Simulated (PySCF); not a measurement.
Al(OEt)2(NH2), C4H12AlNO2, SMILES CC[O][Al]([NH2])[O]CC at its GFN2-xTB optimised geometry (Å):

```
20

Al     0.7346    -0.7508     0.0000
O      0.0296    -2.2440    -0.0032
C     -0.9527    -3.2302     0.0094
C     -2.3548    -2.6406     0.0936
H     -0.8575    -3.8303    -0.9059
H     -0.7751    -3.8879     0.8714
H     -2.5264    -1.9892    -0.7602
H     -3.0998    -3.4326     0.1017
H     -2.4456    -2.0480     1.0011
O     -0.1799     0.6300     0.0000
C     -0.4491     1.9957     0.0159
C      0.8218     2.8282     0.1274
H     -0.9822     2.2596    -0.9075
H     -1.1077     2.2130     0.8677
H      1.4689     2.6216    -0.7219
H      0.5796     3.8879     0.1461
H      1.3513     2.5636     1.0397
N      2.5127    -0.7508     0.0000
H      3.0998     0.0672    -0.0019
H      3.0708    -1.5879    -0.0080
```

Calculation: B3LYP/def2-SVP run with PySCF. Cells within 0.4 Å of a nucleus heavier than hydrogen are left out (blank, or x).

Map of the electron localisation function on the plane z = 0.0 Å:

```
|00000000000000000000000000000|
|00000000000000000000000000000|
|00000000000001688400000000000|
|00000000000006999820000000000|
|00000000000007999920000000000|
|00000000000004999820000000000|
|00000000000000799631000000000|
|0000000000011263x463000000000|
|0000000000145496x673000000000|
|0000000000263x685551000000000|
|0000000000143x431110000000000|
|00000000000148840000001100000|
|0000000000027xx85100489820000|
|0000000000268xx86101899950000|
|00000000001578720055899840000|
|0000000000013307x086x87300000|
|000000000000010xx18xx65100000|
|00000001210026303076799610000|
|00000014651048873013899940000|
|00000025654147x77200799930000|
|00000255xx8758x88400388600000|
|000048994293x6676400011000000|
|00018999967xx3212100000000000|
|00008999812465200000000000000|
|00004999500243100000000000000|
|00000375000000000000000000000|
|00000000000000000000000000000|
|00000000000000000000000000000|
|00000000000000000000000000000|
```
Scale: ten equal steps from 0.000 (start of '0') to 0.999 (end of '9'), in the order '0123456789'; x runs from -6.00 to 6.00, y from -6.00 (bottom) to 6.00 (top).
